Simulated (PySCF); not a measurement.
Correlation energy of Cu+ (copper, charge +1)

[Ar] 3d10, closed-shell 1S. All numbers are calculated (PySCF 2.14, scalar relativity by spin-free X2C-1e, in x2c-TZVPall (6s5p4d1f, 48 functions)). Frozen: [Ar]; 10 electrons correlated.

Total MP2 correlation energy: -379.86 mhartree.

Same-spin part -140.84 and opposite-spin part -239.02 mhartree; SCS-MP2 scales them by 1/3 and 6/5 to -333.77 mhartree.

| level | correlation energy (mhartree) |
| --- | --- |
| CCSD | -330.03 |
| (T) | -8.50 |
| CCSD(T) | -338.53 |

Diagnostics: T1 = 0.014, D1 = 0.0203, largest double amplitude 0.022.

**Question.** Is a single reference adequate?

**Answer.** Yes: T1 lies below 0.03 and no double amplitude reaches 0.07.
